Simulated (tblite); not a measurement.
C3H11N2Si (doublet state).
Numbering: `[CH3:1][CH2:2][NH:3][SiH:4][NH:5][CH3:6]` (hydrogens: H7, H8, H9 on C1; H10, H11 on C2; H12 on N3; H13 on Si4; H14 on N5; H15, H16, H17 on C6)

Cartesian coordinates in Å at the GFN2-xTB level; atoms count from 1:
```xyz
17
C3H11N2Si angstrom
C      2.989   -0.089   -0.816
C      1.978   -0.055    0.325
N      0.644   -0.297   -0.152
Si    -0.747    0.310    0.668
N     -2.072   -0.280   -0.257
C     -3.430    0.022    0.110
H      3.987    0.124   -0.443
H      2.727    0.650   -1.569
H      2.997   -1.071   -1.285
H      2.272   -0.789    1.092
H      1.985    0.930    0.796
H      0.568   -1.190   -0.616
H     -0.568    1.770    0.715
H     -1.958   -0.310   -1.263
H     -3.522   -0.050    1.192
H     -3.739    1.032   -0.188
H     -4.117   -0.693   -0.349
```

Computed with GFN2-xTB (tblite): harmonic, unscaled wavenumbers at the GFN2-xTB geometry, gas phase. The method is semi-empirical: single wavenumbers can be off by several per cent or more. Modes of hydrogen on silicon can be 10 to 20 % off. One conformer, not necessarily the lowest. Open shells enter through the occupations alone, without spin polarisation, and single modes of such species can be off by tens of per cent.

Harmonic wavenumbers (cm⁻¹): 58.1, 67.6, 87.1, 113.4, 153.8, 221.3, 263.8, 280.5, 380.7, 514.2, 524.0, 582.1, 636.8, 802.6, 821.3, 845.1, 993.7, 1058.6, 1073.6, 1098.9, 1115.5, 1162.0, 1183.5, 1251.2, 1326.2, 1354.6, 1381.5, 1404.2, 1423.7, 1491.9, 1494.9, 1497.0, 1501.9, 1511.0, 2144.3, 2836.6, 2883.2, 2967.4, 2977.4, 3023.1, 3027.0, 3037.9, 3041.8, 3353.5, 3438.1.

A = 11538, B = 1063, C = 1010 MHz; mass 103.069 u (most abundant isotopes); point group C1, symmetry number 1; spin multiplicity 2.

Problem. Zero-point energy?

Solution. Half the sum of the wavenumbers: 31203 cm⁻¹ = 89.22 kcal/mol.

Problem. Entropy at 298.15 K, 1 bar (ideal gas, RRHO, classical rotation)?

Solution. Translation 39.83, rotation 27.65, vibration 27.76, spin (R ln 2) 1.38: S = 96.6 cal/(mol K).

Problem. And Cp and H(298.15 K) − H(0)?

Solution. Cp = 33.87 cal/(mol K), of which vibrations give 25.92 (their classical limit is 45 R = 89.4); H(298.15 K) − H(0) = 6.57 kcal/mol without the zero-point energy, 4.20 from vibrations.

Problem. Blend soft modes into free rotors: weight 1/[1 + (100 cm⁻¹/ν̃)⁴] for the oscillator and the rest for a rotor with moment μB/(μ + B), μ = h/(8π²ν), B = 10⁻⁴⁴ kg m². What vibrational entropy results?

Solution. 25.29 cal/(mol K) in place of 27.76, which changes −T·S at 298.15 K by +0.74 kcal/mol.

Problem. Which modes carry the vibrational entropy at 298.15 K?

Solution. 58.1 cm⁻¹: 4.52; 67.6 cm⁻¹: 4.22; 87.1 cm⁻¹: 3.72; 113.4 cm⁻¹: 3.21; 153.8 cm⁻¹: 2.62; 221.3 cm⁻¹: 1.95 cal/(mol K); the other 39 give 7.52 together.

Problem. What must be added to the electronic energy to get the Gibbs energy at 298.15 K and 1 bar?

Solution. ZPE + [H(298.15 K) − H(0)] − T·S = 89.22 + 6.57 − 28.81 = 66.98 kcal/mol.

Hindered rotation and anharmonicity are outside this model. Other conformers, if any are populated, would add a mixing term that is left out. The structure is chiral; the term R ln 2 for an equal mix with its mirror image is left out.

Hardware: an Arm Neoverse V2 with one thread, no GPU, shared host with 96 logical CPUs at a one-minute load of 67. Cost: 0.41 s. The figure is for the frequency step alone.
